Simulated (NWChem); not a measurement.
# SnSiH3I, singlet; SMILES [SiH3][Sn][I]

Computed with NWChem. Low-valent species are run as closed-shell singlets; no triplet was tried in these runs. Coordinates come from a PBE0/def2-SVP optimisation. No frequency run checked for a minimum. def2 effective core potentials on Sn, I; no spin-orbit coupling. Ions are spin-unrestricted doublets at the neutral geometry; other ion states weren't tried.

Question: Estimate the computed values for PBE0/def2-SVP. Quantities: vertical ionisation energy, ΔSCF (eV); −ε(HOMO) (eV).

Answer: 
```yaml
vertical ionisation energy, ΔSCF (eV): 8.19
"−ε(HOMO) (eV)": 6.39
```
